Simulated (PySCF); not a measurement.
FHfO, neutral, multiplicity 2. Atoms are numbered in the order given.

```xyz
3

Hf     0.2010     0.0608     0.0000
O     -1.0470     1.3017     0.0000
F     -0.6777    -1.6433     0.0000
```
Charge 0, spin multiplicity 2.

The structure is a stationary point at PBE-D3(BJ)/def2-TZVP. The multiplicity is an assumed one; other spin states were not compared. The def2 effective core potentials stand for the cores of Hf; spin–orbit coupling is left out.

Computed with PBE0/def2-TZVPD in PySCF.

Mulliken values depend strongly on the basis, most of all with diffuse functions as here. ESP charges are fitted to the potential on shells at 1.4 to 2.0 van der Waals radii. Atomic charges (e):

```
atom  ESP fit  Mulliken  Mulliken spin
----  -------  --------  -------------
Hf1      0.94      1.08           1.08
O2      -0.59     -0.62          -0.06
F3      -0.35     -0.46          -0.02
```
